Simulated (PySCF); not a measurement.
# Correlation energy of F⁺ (fluorine, charge +1)

[He] 2s2 2p4, high-spin 3P determinant. Computed with PySCF 2.14 in jorge-DZP-DKH, with scalar relativity by spin-free X2C-1e. Frozen: 1s2; 6 electrons correlated.

MP2 pair energies summed by pair of shells (mhartree):

```csv
pair,energy,share (%)
2s-2p,-42.08,46.6
2p-2p,-40.64,45.0
2s-2s,-7.66,8.5
```

Total MP2 correlation energy: -90.38 mhartree.

Same-spin part -21.32 and opposite-spin part -69.06 mhartree; SCS-MP2 scales them by 1/3 and 6/5 to -89.98 mhartree.

```csv
level,correlation energy (mhartree)
CCSD,-103.46
(T),-0.88
CCSD(T),-104.34
```

Diagnostics: T1 = 0.0045, D1 = 0.0078, largest double amplitude 0.037.

Is a single reference adequate?

Yes: T1 lies below 0.03 and no double amplitude reaches 0.07.
